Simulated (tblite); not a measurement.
Species: C₇H₁₁N.
Numbering: `[CH3:1]/[N:2]=[CH:3]/[C@@:4]12[CH2:5][CH2:6][C@@H:7]1[CH2:8]2` (hydrogens: H9, H10, H11 on C1; H12 on C3; H13, H14 on C5; H15, H16 on C6; H17 on C7; H18, H19 on C8)

Computed with GFN2-xTB (tblite), gas phase: Langevin dynamics at 200 K from the optimised GFN2-xTB geometry, time step 0.5 fs, friction 0.01 fs⁻¹, 2000 steps. The instantaneous temperature is 2·E(kin)/(3Nk) with all 3N coordinates.

| t (fs) | T (K) | E(pot) above start (eV) | C1–N2 (Å) | N2=C3 (Å) | C3–C4 (Å) | C4–C5 (Å) | C5–C6 (Å) | C1–H9 (Å) | N2–C3–C4–C5 (°) |
| --- | --- | --- | --- | --- | --- | --- | --- | --- | --- |
| 0 | 162 | 0.000 | 1.427 | 1.260 | 1.449 | 1.526 | 1.542 | 1.100 | 4 |
| 50 | 127 | 0.399 | 1.439 | 1.265 | 1.483 | 1.558 | 1.546 | 1.128 | 7 |
| 100 | 120 | 0.535 | 1.415 | 1.296 | 1.445 | 1.487 | 1.572 | 1.090 | 2 |
| 150 | 204 | 0.556 | 1.432 | 1.242 | 1.532 | 1.523 | 1.515 | 1.089 | 8 |
| 200 | 221 | 0.569 | 1.438 | 1.289 | 1.444 | 1.509 | 1.536 | 1.083 | 1 |
| 250 | 238 | 0.409 | 1.412 | 1.248 | 1.412 | 1.520 | 1.568 | 1.070 | -9 |
| 300 | 190 | 0.356 | 1.426 | 1.282 | 1.467 | 1.519 | 1.535 | 1.130 | -3 |
| 350 | 169 | 0.395 | 1.432 | 1.240 | 1.473 | 1.521 | 1.567 | 1.155 | 3 |
| 400 | 187 | 0.419 | 1.467 | 1.280 | 1.456 | 1.541 | 1.556 | 1.036 | 9 |
| 450 | 272 | 0.318 | 1.407 | 1.270 | 1.443 | 1.534 | 1.534 | 1.088 | 4 |
| 500 | 146 | 0.525 | 1.382 | 1.246 | 1.473 | 1.525 | 1.575 | 1.137 | 2 |
| 550 | 182 | 0.429 | 1.492 | 1.280 | 1.467 | 1.547 | 1.531 | 1.111 | -4 |
| 600 | 236 | 0.378 | 1.402 | 1.252 | 1.454 | 1.540 | 1.578 | 1.110 | -5 |
| 650 | 279 | 0.485 | 1.406 | 1.250 | 1.425 | 1.577 | 1.534 | 1.104 | 19 |
| 700 | 197 | 0.488 | 1.480 | 1.261 | 1.448 | 1.508 | 1.578 | 1.129 | 31 |
| 750 | 166 | 0.407 | 1.384 | 1.245 | 1.463 | 1.533 | 1.529 | 1.088 | 26 |
| 800 | 174 | 0.443 | 1.462 | 1.272 | 1.459 | 1.479 | 1.550 | 1.059 | 10 |
| 850 | 205 | 0.399 | 1.455 | 1.242 | 1.461 | 1.532 | 1.499 | 1.119 | 18 |
| 900 | 199 | 0.503 | 1.465 | 1.279 | 1.450 | 1.524 | 1.549 | 1.104 | 6 |
| 950 | 230 | 0.334 | 1.386 | 1.234 | 1.444 | 1.541 | 1.526 | 1.094 | 2 |
| 1000 | 185 | 0.364 | 1.457 | 1.282 | 1.433 | 1.509 | 1.533 | 1.107 | 11 |

Question: From 500 fs on, how do temperature and potential energy compare with equipartition?

Answer: The mean temperature of these 11 frames is 200 K against the target 200 K, and the mean potential energy 0.43 eV against 51 × kT/2 = 0.44 eV for 51 classical harmonic modes. For 19 atoms in a canonical ensemble the temperature itself scatters by T·√(2/(3N)) = 37 K; here its standard deviation is 35 K. The whole run lasts only 10 friction times of 100 fs, so these averages carry a wide statistical error.

Question: What are the kinetic and total energies of the listed frame with the highest potential energy?

Answer: The one at 200 fs, 0.569 eV above the start. Its kinetic energy is 3NkT/2 = 0.543 eV at 221 K, so the sum is 1.11 eV; over the listed frames the sum runs from 0.40 to 1.17 eV, since the thermostat adds and removes energy.

Question: How much do the listed bonds fluctuate from 500 fs on?

Answer: 
```tsv
bond	at the start (Å)	mean (Å)	standard deviation (Å)
C1–N2	1.427	1.434	0.040
N2=C3	1.260	1.259	0.016
C3–C4	1.449	1.452	0.014
C4–C5	1.526	1.529	0.024
C5–C6	1.542	1.544	0.024
C1–H9	1.100	1.105	0.020
```

The motion is classical and holds no zero-point motion.

The cost below is that of the whole dynamics run. Time: 9.2 s; peak memory 0.18 GiB. Hardware: an Intel Xeon 6975P-C with one thread, shared host with 192 logical CPUs at a one-minute load of 94.
